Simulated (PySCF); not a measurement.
## SMILES C(=C/C#C)(/F)C(=C)F, C$_{6}$H$_{4}$F$_{2}$

Molfile (atoms numbered from 1):
```
C6H4F2
     RDKit          3D

 12 11  0  0  0  0  0  0  0  0999 V2000
    3.4232   -0.2443    0.3625 C   0  0  0  0  0  0  0  0  0  0  0  0
    2.2901    0.0826    0.0735 C   0  0  0  0  0  0  0  0  0  0  0  0
    0.9899    0.5012   -0.2882 C   0  0  0  0  0  0  0  0  0  0  0  0
   -0.1400   -0.1324    0.0807 C   0  0  0  0  0  0  0  0  0  0  0  0
   -0.1039   -1.2244    0.8306 F   0  0  0  0  0  0  0  0  0  0  0  0
   -1.4861    0.2880   -0.2852 C   0  0  0  0  0  0  0  0  0  0  0  0
   -2.6121   -0.3298    0.0757 C   0  0  0  0  0  0  0  0  0  0  0  0
   -1.5070    1.3859   -1.0410 F   0  0  0  0  0  0  0  0  0  0  0  0
    4.4200   -0.5460    0.6260 H   0  0  0  0  0  0  0  0  0  0  0  0
    0.8747    1.3940   -0.9075 H   0  0  0  0  0  0  0  0  0  0  0  0
   -2.5587   -1.2241    0.6943 H   0  0  0  0  0  0  0  0  0  0  0  0
   -3.5808    0.0547   -0.2447 H   0  0  0  0  0  0  0  0  0  0  0  0
  1  2  3  0
  2  3  1  0
  3  4  2  0
  4  5  1  0
  4  6  1  0
  6  7  2  0
  6  8  1  0
  1  9  1  0
  3 10  1  0
  7 11  1  0
  7 12  1  0
M  END
```

Computed with quadratic response CAM-B3LYP/aug-cc-pVDZ first hyperpolarisability, Taylor convention, gas phase in PySCF. Geometry: PBE0-D3(BJ)/def2-SVP.

**Question.** Give the tensor of the second harmonic β(−2ω;ω,ω) at 1907 nm in the axes of these coordinates.

**Answer.** In au, Taylor convention; rows are the first index (the induced dipole):
```csv
,xx,yy,zz,xy,xz,yz
x,+190.1,-11.0,-3.8,+40.1,-17.4,+13.3
y,+39.7,+22.2,+7.1,-10.4,+12.7,+0.5
z,-17.0,+0.3,-20.8,+12.7,-3.7,+6.9
```
Norm of βᵢ = ⅓ Σⱼ (βᵢⱼⱼ + βⱼᵢⱼ + βⱼⱼᵢ): 192.6 au, hyper-Rayleigh value 83.9 au.
